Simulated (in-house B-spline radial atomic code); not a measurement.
## RPA and G0W0 on HSE06: P

Configuration [Ne] 3s2 3p3, highest spin, mean-field start HSE06. Computed with an all-electron radial atomic-structure program (B-spline basis): all electrons, scalar-relativistic (spin-free one-electron X2C), finite nucleus, each spin shell either full or empty, empty states to l = 9 with an (l + 1/2)⁻⁴ tail; G0W0 by contour deformation at full frequency.

Command:
```bash
python run_gw.py task.json out
```
Settings (radii: box in bohr, nucleus in fm):
```
Z                        15
electrons                15
configuration            [Ne] 3s2 3p3
hamiltonian              x2c
method                   hse06
lmax                     9
rms_radius               3.1889
spin_polarised           True
box_radius               40
intervals                74
```

Run time, properties included: 2.4 s on 1 thread of Arm Neoverse V2, on a shared host.

Energies (hartree):

| term | value |
| --- | --- |
| mean-field total | -341.98804 |
| Hartree-Fock functional on these orbitals | -341.53154 |
| direct second order | -0.96371 |
| second-order exchange | 0.35486 |
| SOSEX correction | 0.31758 |

(1) What is the RPA correlation energy, and what remains with SOSEX?

Quasi-particle levels (eV):

| level | occupied | mean field | Σx - vxc | Σc | QP weight | G0W0 |
| --- | --- | --- | --- | --- | --- | --- |
| 3p up | yes | -7.111 | -3.42 | ? | ? | ? |
| 3p down | no | -3.045 | 4.77 | -2.59 | 0.877 | -0.861 |

G0W0 = mean field + (Σx - vxc) + Σc, with Σc (partial-wave tail included) taken at the quasi-particle energy. Only the outer levels were computed. Levels of low weight are left out.

(2) Where does G0W0 put 3p up?

Results:

(1) RPA gives -0.83185 hartree (-1.51 eV per electron); RPA + SOSEX gives -0.51427, and the second-order doubles -0.60886 hartree (no singles). RPA lacks exchange-type terms and so overcorrelates at short range.

(2) At -10.341 eV, with Σc = 0.18 eV and a quasi-particle weight of 0.850. The tabulated removal energy is 10.487 eV (NIST, measured); the calculation leaves out spin-orbit coupling, Breit and QED terms, and what these don't explain is the method's own error.
